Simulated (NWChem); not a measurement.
Molecule: CH₄O₂Si, singlet; SMILES O[Si]OC

```xyz
8

Si    -0.6294    -0.6110     0.0000
O      0.4769    -1.8564     0.0000
H      1.4118    -1.5859     0.0000
O      0.4389     0.6824     0.0000
C      0.0399     2.0471     0.0000
H      0.4435     2.5428     0.8897
H      0.4435     2.5428    -0.8897
H     -1.0530     2.1628     0.0000
```
Atoms are numbered in this order, from 1.

Computed with NWChem. Low-valent species are run as closed-shell singlets; no triplet was tried in these runs. The geometry was optimised at B3LYP/6-31G* (spherical d). Hybrids' shares of exact exchange are those that their runs print; pure functionals count as 0. The functionals differ in more than this share.

| row | share of exact exchange | highest occupied level (eV) |
|---|---|---|
| PBE/def2-TZVP | 0.00 | -5.93 |
| BLYP/def2-TZVP | 0.00 | -5.82 |
| B3LYP/def2-TZVP | 0.20 | -6.91 |
| PW6B95/def2-TZVP | 0.28 | -7.19 |
| Hartree-Fock/def2-TZVP | 1.00 | withheld |

Q: Fit a straight line of the last column on the one before it, predict the withheld value, and compare with the run.

A: 
1. Means of the 4 shown rows: x = 0.120, y = -6.463. Slope Σ(x − x̄)(y − ȳ)/Σ(x − x̄)² = -0.2932/0.06080 = -4.822; intercept -5.884.
2. The shown rows scatter about the line by 0.055 (root mean square); the largest residual is +0.06, at BLYP/def2-TZVP.
3. At x = 1.00 (Hartree-Fock/def2-TZVP; beyond the shown range) the line gives -10.71.
4. The run gives -9.70, +1.01 from the line, 18.5 times the scatter.
